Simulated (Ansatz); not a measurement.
Consider the stannylene formation by 1,1-elimination: `[CH3][Sn]([CH3])([Cl])[Cl]` → Cl₂ + `[CH3][Sn][CH3]`.

Calculated with Ansatz (gas phase, PBE0-D4/def2-TZVP geometries, no zero-point term in ΔE). CCSD(T)/CBS adds triple-zeta CCSD(T) − MP2 to the extrapolated MP2 energy (def2 sets, frozen cores). This one scheme is used for every species. Elements past krypton have def2 core potentials. For Sn outer-core shells are correlated without core-valence functions, which leaves a few kJ/mol of doubt a bond.

```json
{"species": "`[CH3][Sn]([CH3])([Cl])[Cl]`", "CCSD(T)/CBS(def2) energy (Eh)": "-1213.41687"}
{"species": "Cl₂", "CCSD(T)/CBS(def2) energy (Eh)": "-919.51390"}
{"species": "`[CH3][Sn][CH3]`", "CCSD(T)/CBS(def2) energy (Eh)": "-293.72612"}
```

**Question.** Work out ΔE.

**Answer.** ΔE = (-919.51390) + (-293.72612) − (-1213.41687) = 0.17685 Eh = +464.3 kJ/mol.

Largest T1 diagnostic among the species: 0.013.

From r2SCAN to r2SCAN0 (25 % exact exchange), in def2-TZVPP and without D4, ΔE moves by +9.5 kJ/mol. Leaving LDA and LC-ωPBE aside and taking each functional with its dispersion term where it has one, the values, not all of them listed here, spread over 67.7 kJ/mol, from BLYP-D4 to PBE-QIDH. LDA lies +30.4 kJ/mol from PBE without D4.
